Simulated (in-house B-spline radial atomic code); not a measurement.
**Te²⁺: [Kr] 4d10 5s1 5p2 7d1 (an excited or competing configuration)**

Computed with an all-electron radial atomic-structure program (B-spline basis): Dirac-Hartree-Fock, average of configuration, Fermi nucleus of rms radius 4.7423 fm.

Z_r = [3n² - l(l+1)]/(2<r>); Z_e = n√(-2ε); the last column is Slater's effective charge. Values are occupation-weighted means over j. An effective charge above Z reflects the relativistic contraction of the inner shells.

| shell | electrons | ε (eV) | <r> (bohr) | Z_r | Z_e | Slater |
| --- | --- | --- | --- | --- | --- | --- |
| 1s | 2 | -32028 | 0.02781 | 53.95 | 48.52 | 51.70 |
| 2s | 2 | -5032.7 | 0.1193 | 50.31 | 38.47 | 47.85 |
| 2p | 6 | -4519.7 | 0.1046 | 47.80 | 36.45 | 47.85 |
| 3s | 2 | -1066.8 | 0.3202 | 42.16 | 26.56 | 40.75 |
| 3p | 6 | -895.18 | 0.3186 | 39.24 | 24.33 | 40.75 |
| 3d | 10 | -633.24 | 0.2958 | 35.50 | 20.47 | 30.85 |
| 4s | 2 | -222.63 | 0.7668 | 31.30 | 16.18 | 24.25 |
| 4p | 6 | -166.86 | 0.8213 | 28.00 | 14.01 | 24.25 |
| 4d | 10 | -82.248 | 0.9592 | 21.89 | 9.83 | 12.85 |
| 5s | 1 | -45.781 | 1.947 | 19.26 | 9.17 | 8.00 |
| 5p | 2 | -33.215 | 2.262 | 16.13 | 7.81 | 8.00 |
| 7d | 1 | -4.7893 | 11.93 | 5.91 | 4.15 | 3.00 |

The least bound orbital is 7d5/2 at -4.783 eV, and it is also the most diffuse (<r> = 11.94 bohr).

Spin-orbit splittings of the orbital energies (j = l + 1/2 above j = l - 1/2 when positive): 2p 275.6 eV, 3p 52.8 eV, 3d 10.88 eV, 4p 10.13 eV, 4d 1.584 eV, 5p 1.167 eV, 7d 0.01531 eV.

For the 1s electron the small component carries 3.66 % of the norm, the zero-frequency Breit interaction raises the level by 76.87 eV, self-energy by 43.87 eV, and vacuum polarisation lowers it by 5.96 eV.
